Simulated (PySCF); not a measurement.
## Electronic structure of Se (selenium, neutral) at the UHF level

Configuration: [Ar] 3d10 4s2 4p4, high-spin 3P determinant. Computed with PySCF 2.14 in def2-TZVPPD, with the non-relativistic Hamiltonian (point nucleus).

| Quantity | Value |
| --- | --- |
| Total energy | -2399.827603 hartree |
| One-electron energy | -3343.3494 hartree |
| Hartree (Coulomb) energy | 1029.0688 hartree |
| Exchange energy | -85.5470 hartree |
| Kinetic energy | 2399.77671 hartree |
| ⟨S²⟩ | 2.0106 |
| ⟨L²⟩ | 2.040 |
| Sum of ⟨r⟩ | 25.41 bohr |
| Sum of ⟨r²⟩ | 41.22 bohr² |
| Traceless quadrupole moment −½Σ⟨3z² − r²⟩ along its main axis | -2.74 e·bohr² |
| Density at the nucleus (Gaussians lack the cusp) | 26300 bohr⁻³ |
| Spin density at the nucleus | -0.262 bohr⁻³ |
| Langevin diamagnetic susceptibility | -32.6 ×10⁻⁶ cm³/mol |

```tsv
shell	electrons	mean orbital energy (eV)	spread (eV)	rms radius, mean of both spins (bohr)
1s α	1	-12540.9	0	0.0521
1s β	1	-12540.7	0	0.0521
2s α	1	-1650.9	0	0.216
2s β	1	-1650.8	0	0.216
2p α	3	-1476.8	0.169	0.191
2p β	3	-1476.6	0.054	0.191
3s α	1	-243.23	0	0.623
3s β	1	-242.87	0	0.623
3p α	3	-181.52	0.548	0.641
3p β	3	-181.03	0.068	0.641
3d α	5	-72.203	0.511	0.693
3d β	5	-71.961	0.275	0.693
4s α	1	-25.478	0	2.01
4s β	1	-20.184	0	2.01
4p α	3	-11.617	1.731	2.49
4p β	1	-9.481	0	2.49
```

Spin-orbit constants ζ (cm⁻¹) from the X2C one-electron operator on these orbitals (non-relativistic here): bare nucleus, nucleus screened by l(l+1)(2l+1)/3 electrons, and screened by the Breit-Pauli mean field of the electrons.

```tsv
shell	bare	screened nucleus	mean field
2p	215600	202900	196800
3p	29990	28230	27190
3d	3878	2737	2552
4p	1838	1730	1653
```

To first order the Landé constant is A = -826.7 cm⁻¹, so the lowest level has J = 2 and lies 0.102 eV below the centre of the term. This holds in LS coupling only.
